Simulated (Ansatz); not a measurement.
`[OH][GeH]1[CH2][O]1` + `N=C=CCF` → `F[CH2][GeH]1[CH2][O]1` + `N=C=CO`  (formal exchange of groups at a Ge–O bond)

Calculated with Ansatz (gas phase, PBE0-D4/def2-TZVP geometries, no zero-point term in ΔE). CCSD(T)/CBS adds triple-zeta CCSD(T) − MP2 to the extrapolated MP2 energy (def2 sets, frozen cores). DFT in def2-TZVPP. B3LYP here is the variant with VWN-RPA as its local correlation; programs differ in this. For Ge outer-core shells are correlated without core-valence functions, which leaves a few kJ/mol of doubt a bond. Scalar relativity is left out up to krypton. Each species was taken in one conformer, which may not be the lowest.

CCSD(T)/CBS gives +129.0 kJ/mol.

Task: Another level gave +131.0 kJ/mol. Which?
A. LDA (SPW92)/def2-TZVPP
B. r2SCAN/def2-TZVPP
C. B3LYP/def2-TZVPP
D. r2SCAN0/def2-TZVPP

Result: D. r2SCAN0 131.0, LDA (SPW92) 115.3, r2SCAN 126.8, B3LYP 122.3 kJ/mol.

Task: What do rigid-rotor, harmonic-oscillator terms from PBE0-D4/def2-TZVP frequencies (298.15 K, 1 bar) make of the CCSD(T)/CBS value? (Estimate.)

Result: Computed: ΔZPE = -0.3 kJ/mol, ΔH = +129.3 kJ/mol, ΔS = 4 J/(mol·K), ΔG = +128.0 kJ/mol. Modes under 50 cm⁻¹ make the entropy rough.

Largest T1 diagnostic among the species: 0.014.

From r2SCAN to r2SCAN0 (25 % exact exchange), in def2-TZVPP and without D4, ΔE moves by +4.2 kJ/mol. In def2-TZVPP, CCSD(T) changes the Hartree–Fock value by −14.7 kJ/mol (the triples alone add −2.1 kJ/mol) and MP2 by −4.8 kJ/mol.
